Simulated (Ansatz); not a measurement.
Species: sum formula H5BSiO3, charge 0, multiplicity 1. 
Geometry from a B3LYP-D3(BJ)/def2-TZVP (Ansatz, a first-principles code) optimisation:
```xyz
10

O     -0.9525     0.5204     1.2832
B     -0.8436    -0.3860     0.2505
O     -1.7688    -1.3534    -0.0438
O      0.2609    -0.3214    -0.5386
Si     1.5870     0.6615    -0.5390
H     -1.7397     0.4585     1.8291
H     -2.5412    -1.3823     0.5251
H      1.1905     2.0735    -0.7389
H      2.4408     0.2216    -1.6614
H      2.3325     0.5333     0.7334
```

Computed values are from Ansatz. Cores are frozen in the correlated levels unless marked. UHF or UKS for open shells. Spin-orbit coupling is left out. Non-relativistic. Basis-set limits of correlation are two-point, X^-3; Hartree-Fock from the larger set. [CCSD(T)-MP2]/basis is that difference in the basis named.

What is the dipole moment at CCSD(T)/aug-cc-pV(D+d)Z?

2.75 D.

What is the atomisation energy De at CCSD(T)/CBS(aug-cc-pV(T+d)Z,aug-cc-pV(Q+d)Z)?

4029.5 kJ/mol.

What is the total energy at CCSD(T)/CBS(aug-cc-pV(T+d)Z,aug-cc-pV(Q+d)Z)?

-542.5875 Eh.

What is the vertical ionisation energy (to the doublet) at RI-MP2/CBS(aug-cc-pV(T+d)Z,aug-cc-pV(Q+d)Z)+[CCSD(T)-MP2]/aug-cc-pV(T+d)Z?

11.71 eV.

What is the T1 diagnostic at CCSD/aug-cc-pV(Q+d)Z?

0.012.
